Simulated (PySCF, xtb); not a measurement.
C3H4BrF, SMILES C/C=C(\F)Br.

GFN2-xTB in xtb at its own geometry gives an orbital gap of 4.52 eV and a dipole moment of 3.57 D.

Coordinates come from a B3LYP-D3(BJ)/def2-SVP optimisation.

What does PBE/def2-TZVP run with PySCF give? (An estimate is asked for; the answer gives what the named calculation found.)

gap 4.87 eV (levels -5.96 and -1.08 eV), dipole 1.65 D.
